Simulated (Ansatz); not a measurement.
A nudged elastic band was laid between two geometries of C3H9NSi (14 atoms, charge 0, multiplicity 1).

These are results of RKS PBE0-D4/def2-SVP in Ansatz 0.2.0, not measurements.

```
movable images  : 6
climbing image  : no
spring          : 5.0 eV/Å²
optimiser       : quadratic models (default)
start path      : through a guess of the saddle point
force threshold : 0.05 eV/Å
iteration limit : 60
end points      : relaxed
```

First end point:

```xyz
14
Properties=species:S:1:pos:R:3
C -1.642 0.792 0.789
C -0.342 0.990 0.023
C 0.176 -0.303 -0.566
N 0.677 -1.294 0.414
Si 1.947 -0.832 -0.685
H -2.442 0.414 0.131
H -1.496 0.058 1.597
H -1.997 1.731 1.242
H 0.421 1.414 0.697
H -0.479 1.721 -0.792
H -0.480 -0.708 -1.357
H 0.218 -2.199 0.450
H 3.091 -0.081 -0.109
H 2.336 -1.733 -1.804
```

Last end point:

```xyz
14
Properties=species:S:1:pos:R:3
C -1.444 0.670 0.776
C -0.190 0.902 -0.060
C 0.262 -0.293 -0.861
N 0.823 -1.409 -0.051
Si 2.047 -0.710 -1.471
H -2.303 0.401 0.141
H -1.304 -0.150 1.501
H -1.721 1.567 1.350
H 0.646 1.235 0.581
H -0.360 1.732 -0.766
H -0.537 -0.686 -1.507
H 0.360 -2.312 -0.118
H 2.685 0.199 -0.405
H 1.024 -1.177 0.919
```

(1) What changes between the two ends?

(2) Give the energies along the band, and the barrier.

(3) What is the geometry of the highest image?

Results:

(1) Bonds broken: Si5–H14. Bonds formed: N4–H14.

(2) It converged. The highest image is number 3 of 0 to 7, 1.51 eV above the first end and 1.31 eV above the last; the last end lies 0.20 eV above the first. No image climbed, so the highest image needn't sit at the top of the path. The orbitals stay closed-shell, which can raise the energy where a bond breaks towards radicals; this wasn't checked here.

```tsv
image	path coordinate (Å)	energy (eV)	Si5–H14 (Å)	N4–H14 (Å)
0	0.00	0.00	1.49	2.80
1	0.65	0.09	1.48	2.72
2	1.29	0.62	1.46	2.38
3	1.94	1.51	1.51	1.88
4	2.59	1.49	1.78	1.16
5	3.24	0.87	2.11	1.03
6	3.88	0.32	2.47	1.01
7	4.53	0.20	2.64	1.02
```

(3) 
```xyz
14
Properties=species:S:1:pos:R:3
C -1.550 0.791 0.809
C -0.258 0.923 0.011
C 0.083 -0.408 -0.622
N 0.580 -1.331 0.255
Si 1.980 -0.557 -1.149
H -2.388 0.479 0.165
H -1.435 0.034 1.600
H -1.827 1.744 1.283
H 0.564 1.225 0.681
H -0.353 1.699 -0.764
H -0.595 -0.729 -1.427
H 0.359 -2.280 -0.065
H 2.688 0.328 -0.156
H 2.138 -1.947 -0.591
```

Time of the run: 110 s on 2 threads of Intel(R) Xeon(R) 6975P-C (Granite Rapids) (shared host), peak memory 0.31 GiB.
